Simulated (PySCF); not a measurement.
# ¹⁵N chemical shifts

Computational details: geometry: GFN2-xTB, σ from GIAO-PBE0/pcSseg-1, in PySCF (non-relativistic Hamiltonian, no solvent, single conformer, averaged over atoms made equivalent by symmetry, fast rotation or ring inversion).

Shieldings were converted by a linear fit to measured shifts: ¹⁵N (scatter 6.3 ppm rms vs CH3NO2, solution or neat liquid). Occasional misses reach two or three times the rms, and more in compound classes unlike the fitted ones.

Give the ¹⁵N shifts of `C=Cc1[nH]nc(S[SiH3])c1S`, `Nc1ccc(F)cc1`, `CC(C)(C)/C(C#N)=C\C#N`, `Cc1cnncc1C1CC1`, `Nc1ccc(F)cc1`, `C=CCn1nccc1C=C`, `c1cocn1`, `c1cocn1`.

Results:


```tsv
compound	environment	δ (ppm)
[CH2:1]=[CH:2][c:3]1[nH:4][n:5][c:6]([S:7][SiH3:8])[c:9]1[SH:10]	N5: pyridine-type nitrogen of an azole	-98.1
[CH2:1]=[CH:2][c:3]1[nH:4][n:5][c:6]([S:7][SiH3:8])[c:9]1[SH:10]	N4: pyrrole-type ring nitrogen	-205.7
Nc1ccc(F)cc1	aniline-type nitrogen	-327.0
[CH3:1][C:2]([CH3:3])([CH3:4])/[C:5]([C:6]#[N:7])=[CH:8]\[C:9]#[N:10]	N10: nitrile nitrogen	-73.4
[CH3:1][C:2]([CH3:3])([CH3:4])/[C:5]([C:6]#[N:7])=[CH:8]\[C:9]#[N:10]	N7: nitrile nitrogen	-88.4
[CH3:1][c:2]1[cH:3][n:4][n:5][cH:6][c:7]1[CH:8]1[CH2:9][CH2:10]1	N4: pyridine-type ring nitrogen	29.4
[CH3:1][c:2]1[cH:3][n:4][n:5][cH:6][c:7]1[CH:8]1[CH2:9][CH2:10]1	N5: pyridine-type ring nitrogen	28.2
Nc1ccc(F)cc1	aniline-type nitrogen	-327.0
[CH2:1]=[CH:2][CH2:3][n:4]1[n:5][cH:6][cH:7][c:8]1[CH:9]=[CH2:10]	N5: pyridine-type nitrogen of an azole	-72.0
[CH2:1]=[CH:2][CH2:3][n:4]1[n:5][cH:6][cH:7][c:8]1[CH:9]=[CH2:10]	N4: pyrrole-type ring nitrogen	-180.9
c1cocn1	pyridine-type nitrogen of an azole	-118.0
c1cocn1	pyridine-type nitrogen of an azole	-118.0
```
